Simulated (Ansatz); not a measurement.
Consider the redistribution: `[F][Al]([Cl])[Cl]` + `[F][GeH2][SiH2][SiH3]` → `[F][Al]([SiH3])[Cl]` + `[F][GeH2][SiH2]Cl`.

Calculated with Ansatz (gas phase, PBE0-D4/def2-TZVP geometries, no zero-point term in ΔE). CCSD(T)/CBS is the MP2 limit (def2-TZVPP, def2-QZVPP) plus CCSD(T) − MP2 in def2-TZVPP, frozen cores. This one scheme is used for every species. Functionals use def2-TZVPP. B3LYP here is the variant with VWN-RPA as its local correlation; programs differ in this. For Ge outer-core shells are correlated without core-valence functions, which leaves a few kJ/mol of doubt a bond. Scalar relativity is left out up to krypton. One conformer a species, not always the lowest.

Q: Is it downhill or uphill in electronic energy at CCSD(T)/CBS, and by how much? (Best estimate.)

A: The calculation gave: Uphill: ΔE = +65.7 kJ/mol.

Q: What do these levels give: B3LYP-D4, ωB97M-V, PBE, B3LYP, MP2/def2-TZVPP, CCSD/CBS(def2)? (An estimate is asked.)

A: The calculation gave: B3LYP-D4 62.6, ωB97M-V 63.5, PBE 57.1, B3LYP 59.0, MP2/def2-TZVPP 68.5, CCSD/CBS(def2) 65.3 kJ/mol.

Largest T1 diagnostic among the species: 0.013.

The D4 term adds +3.6 kJ/mol with B3LYP and +2.0 kJ/mol with PBE0; it sums over pairs of atoms, weighted by their polarisabilities, and B3LYP, whose exchange is more repulsive, gets the larger term. From PBE to PBE0 (25 % exact exchange), in def2-TZVPP and without D4, ΔE moves by +3.5 kJ/mol.
